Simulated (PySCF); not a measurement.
BO, SMILES [B]=O (connectivity only; charge and spin as stated), charge +1, multiplicity 1.

Geometry: r2SCAN-D4/def2-TZVPD. The multiplicity is an assumed one; other spin states were not compared.

Two levels are set side by side: TDDFT-PBE/def2-TZVPD (PySCF) and TDDFT-B3LYP/def2-TZVPD (PySCF). Vertical, same geometry. The lowest singlet is HOMO−1→LUMO 100 % with PBE and HOMO−1→LUMO 100 % with the other functional; states are paired by order. Differences are taken from unrounded values.

| quantity | TDDFT-B3LYP |
|---|---|
| lowest singlet excitation (eV) | 1.45 |
| lowest triplet excitation (TDA) (eV) | 0.75 |
| first bright state (f over 0.05) (eV) | 10.53 |
| its oscillator strength | 0.08 |

What does TDDFT-PBE give, and how far is it from TDDFT-B3LYP? (Estimate from the structure and the level; the computed values follow.)


| quantity | TDDFT-PBE | TDDFT-PBE minus TDDFT-B3LYP |
|---|---|---|
| lowest singlet excitation (eV) | 1.55 | 0.10 |
| lowest triplet excitation (TDA) (eV) | 0.80 | 0.05 |
| first bright state (f over 0.05) (eV) | 10.58 | 0.05 |
| its oscillator strength | 0.08 | 0.00 |

Rough cost on one machine, each run with all the roots and properties that it gave: TDDFT-B3LYP against TDDFT-PBE about 2 times.
